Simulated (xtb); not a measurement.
H$_{5}$BN, charge +1, singlet, from a rough starting geometry; GFN2-xTB (xtb).

Input for xtb:
```
$ xtb mol.xyz --gfn 2 --chrg 1 --opt vtight --json

# file mol.xyz
7

B      0.87671610     0.11136132    -0.02799599
N     -0.65600512    -0.14322952     0.00491266
H      1.58252914    -0.87838043    -0.09001803
H      1.31071820     1.10409709    -0.02664263
H     -1.06794255     0.23526450     0.89848678
H     -0.94759956    -1.08019404    -0.17647966
H     -1.09158137     0.54784261    -0.79750103
```

Output, abridged:

```
   ID    Z sym.   atoms
    1    5 B      1
    2    7 N      2
    3    1 H      3-7

           -------------------------------------------------
          |                Calculation Setup                |
           -------------------------------------------------

           -------------------------------------------------
          |                 G F N 2 - x T B                 |
           -------------------------------------------------

          ...................................................
          :                      SETUP                      :
          :.................................................:
          :  # basis functions                  13          :
          :  # atomic orbitals                  13          :
          :  # shells                            9          :
          :  # electrons                        12          :
          :  max. iterations                   250          :
          :  Hamiltonian                  GFN2-xTB          :
          :  restarted?                      false          :
          :  GBSA solvation                  false          :
          :  PC potential                    false          :
          :  electronic temp.          300.0000000     K    :
          :  accuracy                    1.0000000          :
          :  -> integral cutoff          0.2500000E+02      :
          :  -> integral neglect         0.1000000E-07      :
          :  -> SCF convergence          0.1000000E-05 Eh   :
          :  -> wf. convergence          0.1000000E-03 e    :
          :  Broyden damping             0.4000000          :
          :  net charge                          1          :
          :  unpaired electrons                  0          :
          ...................................................

 iter      E             dE          RMSdq      gap      omega  full diag
   1     -6.2520499 -0.625205E+01  0.111E+01    4.19       0.0  T
   2     -6.3085439 -0.564940E-01  0.685E+00    4.00       1.0  T
   3     -6.3121413 -0.359732E-02  0.228E+00    3.58       1.0  T
   4     -6.3187211 -0.657988E-02  0.633E-01    3.98       1.0  T
   5     -6.3190438 -0.322670E-03  0.251E-01    3.97       1.0  T
   6     -6.3191104 -0.665937E-04  0.544E-02    3.93       1.0  T
   7     -6.3191241 -0.136592E-04  0.257E-02    3.95       1.5  T
   8     -6.3191290 -0.491385E-05  0.254E-03    3.95      14.9  T
   9     -6.3191290 -0.177921E-08  0.119E-03    3.95      31.7  T
[...]
 * total energy  :    -6.2561289 Eh     change       -0.2024938E-05 Eh
 * total energy  :    -6.2561320 Eh     change       -0.3078285E-05 Eh
 * total energy  :    -6.2561484 Eh     change       -0.1637300E-04 Eh
 * total energy  :    -6.2561551 Eh     change       -0.6732896E-05 Eh
 * total energy  :    -6.2561576 Eh     change       -0.2484982E-05 Eh
 * total energy  :    -6.2560913 Eh     change        0.6628629E-04 Eh
 * total energy  :    -6.2561597 Eh     change       -0.6839807E-04 Eh
 * total energy  :    -6.2561634 Eh     change       -0.3688051E-05 Eh
 * total energy  :    -6.2561642 Eh     change       -0.8074205E-06 Eh
 * total energy  :    -6.2561647 Eh     change       -0.4998034E-06 Eh
 * total energy  :    -6.2561649 Eh     change       -0.1772300E-06 Eh
 * total energy  :    -6.2561649 Eh     change       -0.4626267E-07 Eh
   *** GEOMETRY OPTIMIZATION CONVERGED AFTER 22 ITERATIONS ***
         :: total energy              -6.256164922255 Eh    ::
[...]
             Fermi-level           -0.5860331 Eh          -15.9468 eV

     #   Z          covCN         q      C6AA      α(0)
     1   5 B        2.718     0.266    17.470     7.006
     2   7 N        3.413    -0.199    25.315     7.473
     3   1 H        0.941     0.036     2.497     2.470
     4   1 H        0.941     0.036     2.500     2.472
     5   1 H        0.859     0.294     0.731     1.339
     6   1 H        0.859     0.283     0.766     1.371
     7   1 H        0.859     0.283     0.765     1.370

 Mol. C6AA /au·bohr⁶  :        223.289911
 Mol. C8AA /au·bohr⁸  :       4884.499345
 Mol. α(0) /au        :         23.501358

Wiberg/Mayer (AO) data.
largest (>0.10) Wiberg bond orders for each atom

 ---------------------------------------------------------------------------
     #   Z sym  total        # sym  WBO       # sym  WBO       # sym  WBO
 ---------------------------------------------------------------------------
     1   5 B    2.955 --     3 H    0.987     4 H    0.987     2 N    0.935
     2   7 N    3.618 --     1 B    0.935     6 H    0.902     7 H    0.901
                             5 H    0.875
     3   1 H    0.999 --     1 B    0.987
     4   1 H    0.999 --     1 B    0.987
     5   1 H    0.913 --     2 N    0.875
     6   1 H    0.920 --     2 N    0.902
     7   1 H    0.920 --     2 N    0.901
 ---------------------------------------------------------------------------

Topologies differ in total number of bonds
Writing topology from bond orders to xtbtopo.mol

molecular dipole:
                 x           y           z       tot (Debye)
 q only:       -0.775      -0.102      -0.013
   full:       -1.237      -0.149      -0.003       3.166
molecular quadrupole (traceless):
                xx          xy          yy          xz          yz          zz
 q only:        2.513       0.408      -1.026       0.059      -0.063      -1.488
  q+dip:        1.271       0.125       0.438       0.087      -0.347      -1.709
   full:        1.081       0.267      -1.086       0.000       0.188       0.004

optimized geometry written to: xtbopt.xyz

           -------------------------------------------------
          | TOTAL ENERGY               -6.256164922255 Eh   |
          | GRADIENT NORM               0.000029274748 Eh/α |
          | HOMO-LUMO GAP               4.042985709045 eV   |
           -------------------------------------------------

normal termination of xtb
```
